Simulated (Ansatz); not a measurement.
C2H5, doublet, geometry from GFN2-xTB; MP2/def2-TZVP (Ansatz, a first-principles code).

Here is a job for Ansatz.
Ansatz 0.2 input:
```yaml
crystal:
  periodic: [false, false, false]
  atoms:
    - {symbol: C, position_ang: [0.77663934, -0.10802493, -0.02608915]}
    - {symbol: C, position_ang: [-0.67917820, 0.09855658, 0.00501522]}
    - {symbol: H, position_ang: [1.44586940, 0.69059131, 0.22632164]}
    - {symbol: H, position_ang: [1.18490479, -1.08700828, -0.18190609]}
    - {symbol: H, position_ang: [-1.08591799, -0.07299585, 1.01204191]}
    - {symbol: H, position_ang: [-0.93883967, 1.12118761, -0.26794879]}
    - {symbol: H, position_ang: [-1.19078337, -0.59496465, -0.66206507]}
basis:
  gaussian:
    orbitals: def2-TZVP
magnetization: {spin_polarized: true, initial_magnetization: 1}
correlation: {method: mp2}
```

The log (banner, timings and long lists left out):

```
Functional definition: HF
640 factors; integrals over basis functions are off by at most 1.2e-3 eV
mean field evaluation 1: about -2137.6277 eV, gradient 1.8e1 eV
mean field evaluation 2: about -2137.6281 eV, gradient 1.8e1 eV
mean field evaluation 4: about -2139.5336 eV, gradient 2.0e0 eV
mean field evaluation 8: about -2139.5818 eV, gradient 1.1e-3 eV
mean field -2139.58176318 eV, -78.6281795364 hartree, gradient 1.8e-6 eV, S^2 0.763065; 0 other end points of the search recorded, 0 dependent functions left out
2 core orbitals not correlated
reference -2139.58176318 eV, -78.6281795364 hartree; 7, 6 occupied and 83, 84 virtual orbitals, 640 factors
second order -8.60657344 eV of doubles, -0.00000000 eV of singles
Total energy: -2148.18833663 eV, -78.9444652767 hartree
```
